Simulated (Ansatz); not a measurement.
Two structures of SnAsH$_{7}$O, singlet, reached by relaxing down either side of one saddle point (PBE0-D4/def2-TZVP). Energies are electronic, without zero-point energy. Ansatz 0.2.0; basis: def2-TZVPP and def2-QZVPP; cores frozen in the correlated methods. Filled d shells of the heavier atoms are correlated. Core potentials replace the inner electrons of the atoms past krypton. The def2 sets are not built for correlating such inner shells, so the correlated values are less sure here. Extrapolation: Hartree–Fock as exp(−7.88 √X), correlation as X^−2.97. First:

```
10
angstrom
Sn -1.2102 1.2197 -0.7658
O -0.6076 0.6663 1.0344
H -2.0143 -0.1446 -1.3755
H -2.2566 2.5556 -0.5422
H 0.1559 1.6644 -1.6857
H 0.6042 -2.2347 1.1608
As 1.2674 -1.5880 -0.0399
H -0.4268 1.4107 1.6123
H 2.2423 -0.8045 0.8201
H 2.2456 -2.7450 -0.2186
```

Second:

Sn1  (-0.303, 0.660, -1.164)
O2  (-1.182, -0.236, 1.774)
H3  (-1.903, 0.077, -1.256)
H4  (-0.232, 2.057, -0.191)
H5  (0.192, 1.081, -2.751)
H6  (-1.362, -1.174, 1.870)
As7  (1.246, -1.224, -0.248)
H8  (-0.696, 0.014, 2.563)
H9  (2.315, -0.995, -1.310)
H10  (1.925, -0.259, 0.713)
(Å)

**Question.** Which bonds change from the first to the second?

**Answer.** SnH₄O ([OH][SnH3]) + AsH₃ → SnAsH₅ ([AsH2][SnH3]) + H₂O; bonds formed: Sn1–As7, O2–H6; bonds broken: Sn1–O2, H6–As7.

**Question.** Give the saddle point's structure and its height above each. (Judge from chemistry; the value comes from the calculation.)

**Answer.** The calculation gives: 1.204 eV above the first and 1.667 eV above the second (CCSD(T) at an estimated basis limit (MP2 extrapolated from triple and quadruple zeta, plus CCSD(T) − MP2 in triple zeta)).
Sn1  (-0.897, 0.908, -0.790)
O2  (-0.669, 0.168, 1.177)
H3  (-1.657, -0.280, -1.722)
H4  (-2.014, 2.108, -0.288)
H5  (0.503, 1.650, -1.394)
H6  (0.189, -0.501, 0.805)
As7  (1.341, -1.402, -0.477)
H8  (-0.403, 0.790, 1.870)
H9  (2.494, -0.859, 0.360)
H10  (1.113, -2.582, 0.458)
(Å)

T1 diagnostic: at most 0.014.

Labels in which every atom is bracketed show which atoms are joined, not bond orders.

For scale, one of the runs: CCSD(T)/def2-TZVPP, 227 basis functions, launched by `ansatz run in.yaml --threads 8 --pin off --events-out ev --progress --plain --max-ram 19148MiB`. Hardware: 8 CPU threads of an Arm Neoverse V2, shared host. Wall time 100 s; peak host memory 4.3 GiB.
